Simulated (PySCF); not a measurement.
Excitations are Tamm–Dancoff values on a coarser integration grid. The basis has no diffuse functions, so Rydberg states are missing or too high.

# CH₄OSi, SMILES `O=C[SiH3]` (charge 0, multiplicity 1)

Calculation: TPSSh-D3(BJ)/def2-TZVP // PBE0-D3(BJ)/def2-TZVP (PySCF).

- HOMO = -6.36 eV
- dipole moment = 2.10 D
- HOMO–LUMO gap = 4.20 eV
- LUMO = -2.15 eV
- S1 excitation (TDA) = 3.40 eV
- S1 oscillator strength = 0.002
- brightest of the four lowest singlets (TDA) = 6.08 eV
- T1 excitation (TDA) = 2.60 eV
- S1–T1 gap (TDA) = 0.80 eV
- total energy = -11028.14 eV
- cost = very roughly 4 core-minutes

Bonds (Å): O1–C2 1.204, C2–Si3 1.927, C2–H4 1.118, Si3–H5 1.481, Si3–H6 1.487, Si3–H7 1.487. Angles (°): O1–C2–Si3 123.1, O1–C2–H4 119.3, Si3–C2–H4 117.5, C2–Si3–H5 109.6, C2–Si3–H6 108.0, C2–Si3–H7 108.0, H5–Si3–H6 111.3, H5–Si3–H7 111.3, H6–Si3–H7 108.5.
Charge 0, spin multiplicity 1.
